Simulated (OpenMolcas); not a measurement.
Levels of I+ by method

- Program: OpenMolcas 26.06
- Basis: ANO-R3 [8s7p5d4f3g2h]
- Scalar Hamiltonian: X2C, finite nucleus
- Active space: 6 electrons in 8 orbitals (5s 5p 6s 6p)
- State averaging: 2S+1 = 3 even, 3 roots; 2S+1 = 1 even, 6 roots; 2S+1 = 3 odd, 1 root
- Spin-orbit coupling: RASSI with atomic mean-field integrals over the reference wave functions, term energies averaged over their components

Methods on the same reference wave functions:
A. CASSCF
B. SS-CASPT2, IPEA 0.25 Eh, imaginary shift 0.1 Eh (closed shells correlated: 4d)

Energies in cm⁻¹ above 5s² 5p⁴ ³P₂, the measured ground level; measured values from NIST Handbook of Basic Atomic Spectroscopic Data.

| Level | A | B | Measured |
| --- | --- | --- | --- |
| 5s² 5p⁴ ³P₂ | 0.0 | 0.0 | 0.0 |
| 5s² 5p⁴ ³P₀ | 5810 | 6280 | 6448 |
| 5s² 5p⁴ ³P₁ | 6138 | 6290 | 7087 |
| 5s² 5p⁴ ¹D₂ | 15332 | 13550 | 13727 |
| 5s² 5p⁴ ¹S₀ | 27362 | 29780 | 29501 |

Deviations, from unrounded energies. A percentage is the sum of absolute deviations over the sum of measured energies, with the sign that they share, or ± where signs differ.

```csv
Against measurement,Levels,A,B
mean absolute deviation (cm-1),4,1300,360
fine structure of the ground term (%),2,-11.7,-7.2
other terms of the ground configuration (%),2,±8.7,±1.1
```

B lies closest to measurement on these levels. The largest miss of B in the table is 5s² 5p⁴ ³P₁, by -800 cm-1. The ranking rests on the paired levels alone, and a cruder setting can come out closer through cancelling errors.

From A to B the spin-free energies of the other terms of 5s² 5p⁴ shown, above ³P, scale by factors of 0.81 to 1.12.

The lowest spin-free term lies below A's lowest term by 0.655 hartree in B.

CASPT2 does not keep the components of a term degenerate, so their means are used; among the terms shown or strongly mixed into the levels shown the widest spread is 83 cm-1 (5s² 5p⁴ ¹D, B). The run also gave levels led by 5s² 5p³ 6s, which use shells meant for correlation; these and all levels above them are left out. Computed and measured levels are paired by configuration, term and J; levels that our copy of the source lacks, or whose pairing is in doubt (as where it misses far off the trend of its configuration), stay unpaired and out of the deviations. Only configurations of the active space appear. Levels that lie high or do not pair safely by name in every column are left out.
